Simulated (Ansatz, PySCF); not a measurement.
Species: sum formula BN2H3F (charge 0, doublet). It need not be the lowest isomer of its formula. 
Geometry from a B3LYP-D3(BJ)/def2-TZVP (Ansatz, a program for electronic structure) optimisation:
```
B
F 1 1.3509
N 1 1.3995 2 119.05
H 3 1.0049 1 122.18 2 -175.72
H 3 1.0058 4 115.04 1 177.21
N 1 1.4515 2 120.10 3 -176.97
H 6 1.0212 1 113.70 2 -49.34
```
Charge 0, spin multiplicity 2.

Dipole moments at this geometry, in debye (magnitudes).

```
level                program  dipole (D)
-------------------  -------  ----------
HF/def2-TZVPD          PySCF        1.93
PBE/def2-TZVPD        Ansatz        2.09
BLYP/def2-TZVPD       Ansatz        2.11
B3LYP/def2-TZVPD      Ansatz        2.01
PBE0/def2-TZVPD       Ansatz           ?
TPSSh/def2-TZVPD       PySCF        2.01
HSE06/def2-TZVPD      Ansatz        1.99
LC-wPBE/def2-TZVPD    Ansatz        1.95
CCSD(T)/aug-cc-pVDZ   Ansatz           ?
```

What belongs in the gaps?


- PBE0/def2-TZVPD, dipole (D): 1.99
- CCSD(T)/aug-cc-pVDZ, dipole (D): 1.96
